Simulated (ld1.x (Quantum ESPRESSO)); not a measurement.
# How hard is this krypton ultrasoft potential?

* Element: Kr (Z = 36)
* Generator: ld1.x (Quantum ESPRESSO) 7.5
* Type: ultrasoft
* Functional: LDA (PZ)
* Relativity: scalar-relativistic
* Frozen core: [Ar] 3d10
* Valence charge: 8
* Reference configuration: 4s2 4p5.5 (charge +0.5)
* Partial waves: 4s (bound): rcut 1.05, rcutus 1.45 bohr; 4s channel at -1.35 Ry: rcut 1.05, rcutus 1.45 bohr; 4p (bound): rcut 1.10, rcutus 1.30 bohr; 4p channel at 0.55 Ry: rcut 1.10, rcutus 1.30 bohr
* Local potential: all-electron potential smoothed inside 1.25 bohr (lloc = -1)
* Core correction: a·sin(br)/r model core, default radius (core density twice the valence density)
* Augmentation charge: built from norm-conserving waves at rcut, not smoothed further

The pseudo-atom Hamiltonian at the reference potential is diagonalised in spherical Bessel functions j_l(qr) that vanish at 20 bohr, with q² up to the cutoff. All-electron valence levels (Ry): 4s -2.0964, 4p -1.0573.

**Question.** How do the lowest levels (Ry) of each channel move with the cutoff, and are there ghosts?

**Answer.**

```csv
cutoff (Ry),s #1,s #2,p #1,p #2,d #1,d #2,f #1,Σ f·Δε (mRy)
8,-2.0801,-0.2097,-1.0309,-0.0852,-0.0614,0.0133,0.0407,178.3
10,-2.0829,-0.2101,-1.0458,-0.0864,-0.0767,0.0079,0.0407,90.9
15,-2.0918,-0.2114,-1.0493,-0.0867,-0.1164,0.0004,0.0407,53.8
21,-2.0958,-0.2123,-1.0520,-0.0869,-0.1685,-0.0045,0.0407,31.0
25,-2.0959,-0.2123,-1.0547,-0.0870,-0.1858,-0.0056,0.0407,16.2
30,-2.0959,-0.2123,-1.0564,-0.0871,-0.2059,-0.0067,0.0407,6.7
40,-2.0963,-0.2124,-1.0571,-0.0872,-0.2274,-0.0077,0.0407,2.0
50,-2.0963,-0.2124,-1.0572,-0.0872,-0.2336,-0.0080,0.0407,1.6
55,-2.0963,-0.2124,-1.0572,-0.0872,-0.2346,-0.0080,0.0407,1.2
60,-2.0964,-0.2124,-1.0573,-0.0872,-0.2352,-0.0080,0.0407,0.8
80,-2.0964,-0.2124,-1.0574,-0.0872,-0.2359,-0.0080,0.0407,0.4
400,-2.0964,-0.2124,-1.0574,-0.0872,-0.2360,-0.0080,0.0407,0.0
```

Result: ghost state, extra bound levels that the all-electron valence spectrum of the same l lacks: d at -3.2 eV (a true bound ghost makes a file unfit for plane-wave use); 10 mRy is reached at 30 Ry and 1 mRy at 60 Ry.
